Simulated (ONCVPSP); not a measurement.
**Fe (Z = 26) ONCV: all-electron and pseudo phase curves**

ONCVPSP 4.0.1 input, shortened (lines: element, Z, core and valence counts, functional; n l f; lmax; l rc ep ncon nbas qcut; lloc lpopt rc5 dvloc0; l nproj debl; icmod fcfact rcfact), LDA (Perdew-Zunger), scalar-relativistic:

```
  Fe 26.00    3    4        3      upf
    1    0    2.00
    2    0    2.00
    2    1    6.00
    3    0    2.00
    3    1    6.00
    3    2    6.50
    4    0    1.50
    2
    0    1.20    0.00    3    7    8.90
    1    0.85    0.00    4    7    9.10
    2    1.25    0.00    4    8   13.40
    4    5    0.60    6.00
    0    2    3.10
    1    2    2.30
    2    2    2.50
    0    0.00    0.00
```

The phase is arctan(r·R′/R) of the radial function R(r), unwrapped; energies in Ha, scanned from -5 to 5 Ha. A pole is an energy at which the radial function vanishes at the test radius. The pseudo phase is shifted by a multiple of π to meet the all-electron one at the reference energy, and phase errors are pseudo minus all-electron; the curves can meet again beyond the range given. Levels narrower than the energy grid can be missing from the lists of poles.

| channel | radius (bohr) | reference energy (Ha) | poles, all-electron | poles, pseudo | unbroken range about the reference energy with phases within 0.05 rad | phase error 1 Ha above the reference energy (rad) |
| --- | --- | --- | --- | --- | --- | --- |
| s | 1.22 | -0.18 | -2.16 | -2.16 | the whole range | -0.000 |
| p | 0.86 | -2.11 | 4.13 | 4.12 | the whole range | +0.000 |
| d | 1.27 | -0.21 | 1.03 | 1.03 | the whole range | +0.000 |

Phases in the d channel:

| E (Ha) | all-electron | pseudo |
| --- | --- | --- |
| -4.96 | 1.228 | 1.228 |
| -4.72 | 1.216 | 1.216 |
| -4.48 | 1.202 | 1.202 |
| -4.24 | 1.186 | 1.186 |
| -4.00 | 1.168 | 1.168 |
| -3.76 | 1.147 | 1.147 |
| -3.52 | 1.124 | 1.124 |
| -3.28 | 1.097 | 1.097 |
| -3.04 | 1.064 | 1.064 |
| -2.80 | 1.025 | 1.025 |
| -2.56 | 0.976 | 0.976 |
| -2.32 | 0.915 | 0.915 |
| -2.08 | 0.835 | 0.835 |
| -1.84 | 0.728 | 0.728 |
| -1.60 | 0.580 | 0.580 |
| -1.36 | 0.370 | 0.370 |
| -1.12 | 0.080 | 0.080 |
| -0.88 | -0.274 | -0.274 |
| -0.64 | -0.624 | -0.624 |
| -0.40 | -0.905 | -0.905 |
| -0.16 | -1.109 | -1.109 |
| 0.08 | -1.255 | -1.255 |
| 0.32 | -1.364 | -1.364 |
| 0.56 | -1.448 | -1.448 |
| 0.80 | -1.515 | -1.515 |
| 1.04 | -1.572 | -1.572 |
| 1.28 | -1.623 | -1.623 |
| 1.52 | -1.669 | -1.669 |
| 1.76 | -1.714 | -1.714 |
| 2.00 | -1.757 | -1.757 |
| 2.24 | -1.802 | -1.802 |
| 2.48 | -1.850 | -1.850 |
| 2.72 | -1.903 | -1.903 |
| 2.96 | -1.964 | -1.964 |
| 3.20 | -2.035 | -2.034 |
| 3.44 | -2.121 | -2.121 |
| 3.68 | -2.229 | -2.229 |
| 3.92 | -2.368 | -2.368 |
| 4.16 | -2.548 | -2.547 |
| 4.40 | -2.777 | -2.776 |
| 4.64 | -3.048 | -3.047 |
| 4.88 | -3.332 | -3.331 |
